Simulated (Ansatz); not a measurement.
Start from `OB[SiH3]` and change one atom or group to get `B[SiH2]BO`.

Ansatz, PBE0-D4/def2-TZVP geometries, multiplicity 1. Each molecule was computed in one conformer, which needn't be the lowest.

| property | `OB[SiH3]` |
| --- | --- |
| LUMO energy (B3LYP/def2-TZVPP) / eV | -1.28 |
| size of the dipole moment (B3LYP/def2-TZVPP) / D | 2.11 |
| HOMO energy (ωB97M-V/def2-TZVPP) / eV | -10.07 |
| LUMO energy (ωB97M-V/def2-TZVPP) / eV | 0.90 |
| HOMO energy (PBE0/def2-TZVPP) / eV | -7.89 |
| HOMO energy (B3LYP/def2-TZVPP) / eV | -7.71 |

Give the same properties after the change, and the shifts. (Best estimate.)

Computed: 
```tsv
property	`B[SiH2]BO`	shift
LUMO energy (B3LYP/def2-TZVPP) / eV	-2.70	-1.42
size of the dipole moment (B3LYP/def2-TZVPP) / D	1.17	-0.94
HOMO energy (ωB97M-V/def2-TZVPP) / eV	-9.71	0.36
LUMO energy (ωB97M-V/def2-TZVPP) / eV	-0.59	-1.49
HOMO energy (PBE0/def2-TZVPP) / eV	-7.61	0.28
HOMO energy (B3LYP/def2-TZVPP) / eV	-7.43	0.28
```

With PBE0 the HOMO rises by 0.28 eV and the LUMO falls by 1.45 eV, so the gap narrows by about 1.73 eV. PBE moves the HOMO by 0.15 eV and ωB97M-V by 0.36 eV. The zero-point energy changes by 33.2 kJ/mol with +6 modes. Dipoles are sizes alone; their direction can turn.

B3LYP here is the variant with VWN-RPA as its local correlation; programs differ in this.
